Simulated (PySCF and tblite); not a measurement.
Values are calculated unless marked as measured or tabulated.
2 E/Z isomers of C4H10OSi2, numbered alike:

| isomer | SMILES | descriptors |
| --- | --- | --- |
| A | [CH2:1]=[CH:2][SiH2:3]/[CH:4]=[CH:5]/[O:6][SiH3:7] | 4=5 E |
| B | [CH2:1]=[CH:2][SiH2:3]/[CH:4]=[CH:5]\[O:6][SiH3:7] | 4=5 Z |

Each isomer is a Boltzmann average at 298.15 K over at most 5 conformers: GFN2-xTB geometries, energies PBE0/def2-SVP (D3(BJ) added where defined), GFN2-xTB thermal terms. Programs: PySCF with density fitting and tblite.

**Question.** Rank the isomers by free energy at 298.15 K.

**Answer.** 
```csv
isomer,ΔG (kcal/mol),"ΔE, lowest conformer",conformers,largest weight %,rms dipole (D)
A,0.0,0.0,5,39,0.87
B,1.1,1.1,3,57,1.87
```

**Question.** If they could interconvert freely, what would the mixture hold (chiral isomers as racemates)?

**Answer.** A 87 %, B 13 %. A racemate gains RT ln 2.

At least one structure keeps an imaginary mode at the tight-binding level. The cap on conformers cut off some of the population, so the set may be incomplete.
